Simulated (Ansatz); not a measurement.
InMe2(acnac) (C₇H₁₄InNO), relaxed as a singlet with RKS PBE-D4/def2-SVP in Ansatz, starting from the GFN2-xTB geometry. Force threshold 0.03 eV/Å.

In the def2 sets In takes a core potential; there is no spin–orbit coupling.

Start:

Cartesian coordinates in Å:
```
In -1.6879 0.3616 -0.4893
C -3.1741 -0.8512 0.6329
H -2.6302 -1.5678 1.2452
H -3.8195 -1.3849 -0.0612
H -3.7857 -0.2176 1.2702
C -1.6545 1.8035 -2.1795
H -0.6275 2.1262 -2.3324
H -2.2826 2.6670 -1.9789
H -2.0116 1.3042 -3.0776
O -0.1548 -1.0380 -1.0649
C 1.0408 -1.1441 -0.6517
C 1.8849 -2.1759 -1.3674
C 1.6305 -0.4241 0.3780
C 1.0332 0.5689 1.1597
C 1.8526 1.1828 2.2680
N -0.1944 1.0011 0.9953
H 2.8834 -2.2498 -0.9493
H 1.3918 -3.1443 -1.3089
H 1.9521 -1.9075 -2.4204
H 2.6572 -0.6632 0.6102
H 2.8609 0.7805 2.2940
H 1.3743 0.9872 3.2279
H 1.9088 2.2632 2.1352
H -0.4477 1.7224 1.6650
```

```csv
step,energy (eV),largest force component (eV/Å),SCF passes
1,-16177.6867,1.020,22
2,-16177.8526,0.226,22
3,-16177.8652,0.186,22
4,-16177.8729,0.044,22
5,-16177.8732,0.026,23
6,-16177.8737,0.027,22
7,-16177.8741,0.038,22
8,-16177.8743,0.036,22
9,-16177.8744,0.020,23
```

Force components are those of the run's own axes.

End:

Cartesian coordinates in Å:
```
In -1.689 0.353 -0.517
C -3.158 -0.867 0.526
H -2.628 -1.673 1.071
H -3.874 -1.322 -0.185
H -3.726 -0.254 1.255
C -1.734 1.835 -2.108
H -0.695 2.139 -2.342
H -2.311 2.730 -1.801
H -2.200 1.412 -3.019
O -0.118 -1.065 -1.130
C 1.070 -1.186 -0.655
C 1.909 -2.257 -1.323
C 1.641 -0.436 0.395
C 1.041 0.599 1.162
C 1.878 1.232 2.257
N -0.200 1.047 0.998
H 2.919 -2.358 -0.886
H 1.380 -3.230 -1.255
H 2.002 -2.027 -2.405
H 2.677 -0.686 0.658
H 2.911 0.841 2.276
H 1.418 1.044 3.249
H 1.925 2.333 2.121
H -0.437 1.796 1.659
```

By distances, no bond broke or formed. The bond that changes most is In1–O10, from 2.15 to 2.20 Å (atoms count from 1).

The force fell under the threshold at step 5, but the optimiser went on. No frequencies were taken in this run, so the end may be a saddle point.

Hardware: 4 threads of Intel Xeon Platinum 8488C on a shared host. Wall time 20 s.
